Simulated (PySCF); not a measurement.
SMILES Cl[Si](Cl)(Cl)[SiH2][GeH3] (H₅Cl₃GeSi₂), singlet at its GFN2-xTB optimised geometry (Å):

```
11

Cl    -0.4503    -2.4599     1.6771
Si     0.1348    -1.4719     0.0000
Cl    -0.4590    -2.5819    -1.5891
Cl     2.1652    -1.4719     0.0000
Si    -0.7232     0.6898     0.0000
Ge    -0.3265     1.7161     2.0668
H     -2.1652     0.6546    -0.2731
H     -0.1141     1.4719    -1.0826
H     -0.6306     3.1843     2.1064
H     -1.1210     1.1627     3.2087
H      1.0906     1.6350     2.5428
```

Method: PBE0/def2-TZVP (PySCF 2.14.0).

Map of the log10 of the electron density (e/bohr³), floored at −4 on the plane z = 1.0 Å:

```
|         .....             |
|        .::--::.           |
|       .:-===--:.          |
|       .-==++=-:..         |
|      .:-=++++=-:..        |
|      .:=++***+=-:.        |
|     .:-=+**#**+=-:.       |
|     .:=+*####*+=-:.       |
|    .:-=+*#%%##*+=-:       |
|    :-=+*#%%%%#*+=-:.      |
|   .:-=+*#%%%%#*+=-:.      |
|   .:-=+*##%%#*+=-::..     |
|   .:-=+**####*+=----:..   |
|    :-==+**##**+======-:.  |
|    .:-==+**#**++++*++=-.  |
|     .:-=+**##*****##*+=:. |
|      :-=+*####**##%##*=-. |
|      :-=*##%%####%%%#*=-. |
|     .:=+*%%@%%###%%%#*=-. |
|     .:=*#%@@@%#**###*+=:. |
|     .-=*#@@@@%#*****+=-:  |
|     .:=*#%@@@%#+++++=-:.  |
|      :=+*%%%%#*==----:.   |
|      .-=+*###*+=-:::..    |
|       :-=++++==-..        |
|       .:--===-:.          |
|         .:::::.           |
```
Scale: ten equal steps from -4.00 (start of ' ') to -0.620 (end of '@'), in the order ' .:-=+*#%@'; x runs from -4.50 to 4.50, y from -4.50 (bottom) to 4.50 (top).
